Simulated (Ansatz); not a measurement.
Mulliken charges of `[Cl][Al]1[CH2][O]1` from B3LYP/def2-TZVPP in Ansatz (PBE0-D4/def2-TZVP geometry).

| atom | x (Å) | y (Å) | z (Å) | charge (e) |
| --- | --- | --- | --- | --- |
| Cl1 | -2.121 | -2.149 | 0.447 | -0.158 |
| Al2 | -0.683 | -0.707 | 0.104 | 0.465 |
| C3 | 0.624 | 0.630 | 0.109 | -0.097 |
| O4 | 0.142 | 0.031 | -1.179 | -0.403 |
| H5 | 1.682 | 0.438 | 0.288 | 0.097 |
| H6 | 0.398 | 1.694 | 0.185 | 0.097 |

**Question.** By hand: the dipole of these point charges (1 e Å = 4.8032 D).

**Answer.** Σ q r = (0.102, 0.144, 0.488) e Å, of length 0.519 e Å = 2.49 D.

**Question.** How does the dipole of the full density compare? (Estimate.)

**Answer.** Computed: (-0.105, -0.076, 0.385) e Å, 1.95 D; the point charges give 1.28 times that, at 38° from its direction.

Point charges leave out the atoms' own dipoles, such as those of lone pairs, and Mulliken's split depends on the basis, so the two needn't agree.

B3LYP here is the variant with VWN-RPA as its local correlation; programs differ in this.
